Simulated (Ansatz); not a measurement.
Ansatz (an electronic-structure program) input (CCSD(T)/def2-SVPD):

Ansatz 0.2 input:
```yaml
crystal:
  periodic: [false, false, false]
  atoms:
    - {symbol: Pb, position_ang: [-0.00119146, 0.00638157, 0.63746618]}
    - {symbol: Cl, position_ang: [0.89090641, 1.01631851, -1.54608692]}
    - {symbol: Cl, position_ang: [-0.88515935, -1.04710020, -1.52874995]}
basis:
  gaussian:
    orbitals: def2-SVPD
total_charge: 1
magnetization: {spin_polarized: true, initial_magnetization: 1}
correlation: {method: ccsd_t, electrons: outside_noble_gas}
output: {forces: true}
```

Output:

```
Functional definition: HF
integrals: 0.14 GiB planned
911 factors; integrals over basis functions are off by at most 1.8e-4 eV
mean field: 0.46 GiB planned
mean field evaluation 1: about -30204.5301 eV, gradient 2.7e1 eV
mean field evaluation 2: about -30204.6517 eV, gradient 2.7e1 eV
mean field evaluation 4: about -30211.0089 eV, gradient 3.0e0 eV
mean field evaluation 8: about -30211.3024 eV, gradient 8.9e-1 eV
mean field evaluation 16: about -30211.3733 eV, gradient 1.7e-1 eV
mean field evaluation 32: about -30211.8454 eV, gradient 2.1e0 eV
mean field evaluation 64: about -30211.3775 eV, gradient 8.4e-3 eV
mean field evaluation 96: about -30213.3591 eV, gradient 1.9e0 eV
mean field evaluation 128: about -30207.3495 eV, gradient 1.0e1 eV
mean field evaluation 160: about -30208.0625 eV, gradient 6.1e-1 eV
mean field evaluation 192: about -30213.5787 eV, gradient 6.3e-1 eV
mean field evaluation 224: about -30211.3750 eV, gradient 1.4e-1 eV
mean field evaluation 256: about -30210.7204 eV, gradient 7.4e-2 eV
mean field evaluation 288: about -30208.6883 eV, gradient 2.1e-2 eV
mean field evaluation 320: about -30213.5710 eV, gradient 3.4e-1 eV
mean field evaluation 352: about -30208.8839 eV, gradient 3.7e0 eV
mean field evaluation 384: about -30210.7205 eV, gradient 2.3e-3 eV
mean field evaluation 416: about -30208.6554 eV, gradient 8.8e-3 eV
mean field evaluation 448: about -30208.3997 eV, gradient 5.0e-2 eV
mean field evaluation 480: about -30208.2779 eV, gradient 5.6e-3 eV
mean field evaluation 512: about -30208.5078 eV, gradient 4.0e-4 eV
mean field evaluation 544: about -30208.0831 eV, gradient 6.1e-2 eV
mean field evaluation 576: about -30209.0641 eV, gradient 2.0e-1 eV
mean field evaluation 608: about -30207.7002 eV, gradient 5.1e-2 eV
mean field evaluation 640: about -30207.3877 eV, gradient 2.6e-2 eV
mean field evaluation 672: about -30207.3856 eV, gradient 9.3e-2 eV
mean field evaluation 704: about -30212.1680 eV, gradient 3.4e0 eV
mean field evaluation 736: about -30213.5916 eV, gradient 1.1e-3 eV
mean field evaluation 768: about -30210.7205 eV, gradient 7.4e-4 eV
mean field evaluation 800: about -30209.5935 eV, gradient 1.2e0 eV
mean field evaluation 832: about -30213.5912 eV, gradient 7.4e-2 eV
mean field evaluation 864: about -30211.1212 eV, gradient 1.1e-1 eV
mean field evaluation 896: about -30209.6597 eV, gradient 7.0e-1 eV
mean field -30213.59155766 eV, -1110.3290102359 hartree, gradient 8.4e-7 eV, S^2 0.778640; 10 other end points of the search recorded, 0 dependent functions left out
determinant -30213.59155766 eV, -1110.3290102359 hartree, with singles and doubles -30223.46730560 eV, -1110.6919372789 hartree
determinant -30212.16517849 eV, -1110.2765917684 hartree, with singles and doubles -30222.14367528 eV, -1110.6432947620 hartree
determinant -30211.37751471 eV, -1110.2476456583 hartree, with singles and doubles -30221.37535461 eV, -1110.6150594978 hartree
determinant -30211.12145449 eV, -1110.2382356190 hartree, with singles and doubles -30221.08322317 eV, -1110.6043238655 hartree
determinant -30210.72050642 eV, -1110.2235010490 hartree, with singles and doubles -30220.96701456 eV, -1110.6000532778 hartree
19 core orbitals not correlated
reference -30213.59155766 eV, -1110.3290102359 hartree; 9, 8 occupied and 58, 59 virtual orbitals, 911 factors
densities: 0.52 GiB planned
second order -9.01389246 eV of doubles, -0.00000000 eV of singles
coupled cluster: 0.39 GiB planned
cycle   1  -9.56643431 eV  change   -6.2e-1 eV  update   8.3e-2
cycle   2  -9.82000482 eV  change   -2.5e-1 eV  update   2.8e-2
cycle   3  -9.88166052 eV  change   -6.2e-2 eV  update   1.6e-2
cycle   4  -9.87717459 eV  change    4.5e-3 eV  update   5.2e-3
cycle   5  -9.87574795 eV  change    1.4e-3 eV  update   2.2e-3
cycle   6  -9.87602744 eV  change   -2.8e-4 eV  update   1.1e-3
cycle   7  -9.87619794 eV  change   -1.7e-4 eV  update   6.6e-4
cycle   8  -9.87632868 eV  change   -1.3e-4 eV  update   4.0e-4
cycle   9  -9.87627636 eV  change    5.2e-5 eV  update   1.8e-4
cycle  10  -9.87625853 eV  change    1.8e-5 eV  update   6.7e-5
cycle  11  -9.87627999 eV  change   -2.1e-5 eV  update   2.8e-5
cycle  12  -9.87627939 eV  change    6.1e-7 eV  update   1.0e-5
cycle  13  -9.87628133 eV  change   -1.9e-6 eV  update   3.8e-6
cycle  14  -9.87627894 eV  change    2.4e-6 eV  update   1.5e-6
cycle  15  -9.87627789 eV  change    1.1e-6 eV  update   6.6e-7
cycle  16  -9.87627786 eV  change    2.8e-8 eV  update   2.7e-7
cycle  17  -9.87627805 eV  change   -1.9e-7 eV  update   1.2e-7
perturbative correction -0.34922759 eV, -0.0128338773 hartree
WARN: these amplitudes may be one of several solutions (largest doubles amplitude 0.05, level shift 0.22 eV)
the calculation of the forces begins
Total energy: -30223.81706330 eV, -1110.7047906371 hartree
Atom 0 at    -0.001191     0.006382     0.637466 Å, force    -0.001705     0.009132     0.912245 eV/Å
Atom 1 at     0.890906     1.016319    -1.546087 Å, force     0.169048     0.190842    -0.457764 eV/Å
Atom 2 at    -0.885159    -1.047100    -1.528750 Å, force    -0.167343    -0.199975    -0.454481 eV/Å
Dipole moment:    -0.001207     0.006465     0.645755 e Å
```

The program attaches cautions to this result: other roots.
